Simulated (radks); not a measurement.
Charge is removed step by step from the 3p (averaged over the sub-levels emptied) level of neutral hafnium, starting from [Xe] 4f14 5d2 6s2. Calculated with a radial shooting solver on a logarithmic mesh with Libxc functionals: Dirac Kohn-Sham, PBE, spin-unpolarised, spherical densities, finite nucleus; open shells are shared between the two j in proportion to 2j + 1; Fermi nuclear charge, rms radius 5.347 fm.

| removed (e) | E - E(0) (eV) | eigenvalue (eV) | E minus straight line (eV) |
|---|---|---|---|
| 0 | 0.000 | -2146.4 | 0.000 |
| 0.125 | 268.69 | -2152.5 | -2.764 |
| 0.25 | 538.14 | -2158.8 | -4.758 |
| 0.375 | 808.38 | -2165.0 | -5.971 |
| 0.5 | 1079.4 | -2171.4 | -6.393 |
| 0.625 | 1351.2 | -2177.8 | -6.016 |
| 0.75 | 1623.9 | -2184.3 | -4.830 |
| 0.875 | 1897.3 | -2190.9 | -2.827 |
| 1 | 2171.6 | -2197.5 | 0.000 |

Removing the whole electron costs 2171.6 eV by Delta-SCF, against 2146.4 eV from minus the eigenvalue at the starting occupation. Slater's transition state (half an electron removed) gives 2171.4 eV. Integrating minus the eigenvalue over the occupation (Janak's theorem) gives 2171.6 eV. The mean slope of the eigenvalue, de/dn, is 51.1 eV per electron.
